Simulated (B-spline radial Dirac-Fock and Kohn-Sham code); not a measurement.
## Photoemission from Ta at 6280 eV, detector at θ = 54.7°, φ = 180°

System: atomic tantalum in the configuration [Xe] 4f14 5d3 6s2. These are calculated numbers from a B-spline atomic structure program; the model is Dirac-Hartree-Slater photoionisation with a Latter tail; cross sections with all multipoles, angular parameters from the dipole term and its interference with E2. Thresholds are tabulated edges, those marked * orbital energies of the model. For linearly polarised light dσ/dΩ = σ/(4π) [1 + β P₂(cos θ) + (δ + γ cos²θ) sin θ cos φ], with θ from the polarisation vector and φ the angle between the beam and the projection of the electron momentum on the plane normal to the polarisation. The dipole factor is 1 + βP₂ and the non-dipole term is the rest of the bracket. Open shells are filled statistically over j.

Input file task.json (cfg lists n, l and occupation; rrms is the nuclear radius in fm):

```json
{"items": [{
  "Z": 73,
  "q": 0,
  "cfg": [[1, 0, 2], [2, 0, 2], [2, 1, 6], [3, 0, 2], [3, 1, 6], [3, 2, 10], [4, 0, 2], [4, 1, 6], [4, 2, 10], [4, 3, 14], [5, 0, 2], [5, 1, 6], [5, 2, 3], [6, 0, 2]],
  "A": 181,
  "rrms": 5.3507,
  "do": "xps",
  "hv": [52.2, 52.4, 60, 80, 100, 113.0, 130.0, 164.0, 199.0, 222.0, 253.0, 260.0, 300, 375.0, 576.0, 632.0, 949.0, 990.0, 1040.0, 1240.0, 2000, 2230.0, 2710.0, 4000, 5760.0, 6280.0, 8047.8, 9251.7, 9640.0, 10900.0],
  "edges": {"K": 67416.0, "L1": 11682.0, "L2": 11136.0, "L3": 9881.0, "M1": 2708.0, "M2": 2469.0, "M3": 2194.0, "M4": 1793.0, "M5": 1735.0, "N1": 563.4, "N2": 463.4, "N3": 400.9, "N4": 237.9, "N5": 226.4, "O1": 69.7}
}]}
```

Command: `python xray2_run.py task.json out`

| subshell | threshold (eV) | σ (kb) | β | γ | δ | dipole factor | non-dipole term | dσ/dΩ (kb/sr) |
| --- | --- | --- | --- | --- | --- | --- | --- | --- |
| 3s | 2708.0 | 8.29 | 1.95 | 0.03 | -0.002 | 1.002 | -0.007 | 0.657 |
| 3p1/2 | 2469.0 | 11.1 | 1.60 | 0.07 | 0.001 | 1.001 | -0.019 | 0.865 |
| 3p3/2 | 2194.0 | 20.5 | 1.68 | 0.10 | 0.016 | 1.001 | -0.041 | 1.56 |
| 3d3/2 | 1793.0 | 13.5 | 1.27 | 0.84 | 0.120 | 1.001 | -0.326 | 0.727 |
| 3d5/2 | 1735.0 | 18.3 | 1.19 | 0.87 | 0.127 | 1.001 | -0.340 | 0.961 |
| 4s | 563.4 | 2.23 | 1.95 | -0.13 | -0.002 | 1.002 | +0.037 | 0.184 |
| 4p1/2 | 463.4 | 2.56 | 1.64 | 0.24 | -0.002 | 1.001 | -0.063 | 0.191 |
| 4p3/2 | 400.9 | 4.54 | 1.73 | 0.29 | 0.013 | 1.002 | -0.090 | 0.330 |
| 4d3/2 | 237.9 | 2.47 | 1.28 | 0.99 | 0.104 | 1.001 | -0.354 | 0.127 |
| 4d5/2 | 226.4 | 3.30 | 1.17 | 0.99 | 0.116 | 1.001 | -0.365 | 0.167 |
| 4f5/2 | 35.32* | 0.251 | 0.79 | 1.25 | 0.318 | 1.001 | -0.600 | 0.00800 |
| 4f7/2 | 33.17* | 0.309 | 0.77 | 1.24 | 0.326 | 1.001 | -0.604 | 0.00976 |
| 5s | 69.70 | 0.401 | 1.95 | -0.14 | -0.002 | 1.002 | +0.040 | 0.0332 |
| 5p1/2 | 50.51* | 0.379 | 1.64 | 0.27 | -0.002 | 1.001 | -0.073 | 0.0280 |
| 5p3/2 | 41.20* | 0.639 | 1.73 | 0.32 | 0.013 | 1.002 | -0.099 | 0.0459 |
| 5d3/2 | 6.44* | 0.0446 | 1.28 | 1.00 | 0.102 | 1.001 | -0.357 | 0.00229 |
| 5d5/2 | 5.73* | 0.0564 | 1.17 | 1.01 | 0.115 | 1.001 | -0.368 | 0.00284 |
| 6s | 7.02* | 0.0360 | 1.95 | -0.14 | -0.002 | 1.002 | +0.040 | 0.00299 |
